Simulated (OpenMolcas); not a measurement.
A run on Zr III.

```yaml
Program: OpenMolcas
Method: "XMS-CASPT2, IPEA 0.3 Eh, no level shift (closed shells correlated: 4s 4p)"
Basis: ANO-R1 [6s4p3d1f]
Scalar_Hamiltonian: X2C, finite nucleus
Active_space: 2 electrons in 10 orbitals (4d 5d)
State_averaging: 2S+1 = 3 even, 10 roots; 2S+1 = 1 even, 15 roots kept (CI in the orbitals of an earlier block)
Spin-orbit_coupling: RASSI with atomic mean-field integrals over the reference wave functions, term energies averaged over their components
```

First CASPT2 step and the start of its output:

```
&CASPT2
XMultistate=10 1 2 3 4 5 6 7 8 9 10
Frozen=8 6
IPEA=0.3
MaxIter=60
WThr=0.0 0.3 0.05
PrWF=0.5
NoMix
```

```
--- CASPT2 ---
Orbital specifications:
      -----------------------

      Symmetry species                           1   2
                                                ag  au
      Frozen orbitals                            8   6
      Inactive orbitals                          1   3
      Active orbitals                           10   0
      Secondary orbitals                         2  10
      Deleted orbitals                           0   0
      Number of basis functions                 21  19
Type of calculation                        XMS-CASPT2
      Fock operator                              state-average
      IPEA shift                                 0.30
      Real shift                                 0.00
      Imaginary shift                            0.00
      The input orbitals will be transformed to quasi-canonical
      The input states will be rotated to diagonalize the Fock operator
Reference energy:       -3595.5607221424
      E2 (Non-variational):      -0.0969546052
      E2 (Variational):          -0.0969546052
      Total energy:           -3595.6576767476
      Residual norm:              0.0000000007
      Reference weight:           0.97041
      Contributions to the CASPT2 correlation energy
      Active & Virtual Only:         -0.0030613202
      One Inactive Excited:          -0.0406361168
      Two Inactive Excited:          -0.0532571681
Reference energy:       -3595.5607221424
      E2 (Non-variational):      -0.0966503011
      E2 (Variational):          -0.0966503011
      Total energy:           -3595.6573724435
      Residual norm:              0.0000000007
      Reference weight:           0.97062
      Contributions to the CASPT2 correlation energy
      Active & Virtual Only:         -0.0030613202
...
```

Over all roots the printed reference weights run from 0.72 to 0.97, and roots that are degenerate in the reference spread by up to 490 cm-1.

Did the run give usable levels, and if not, why?

No. The equations converged, but the reference weight falls to 0.72 for at least one root against 0.97 for the best. A drop of that size marks an intruder state, so the energies of such roots and the levels built on them can't be trusted.
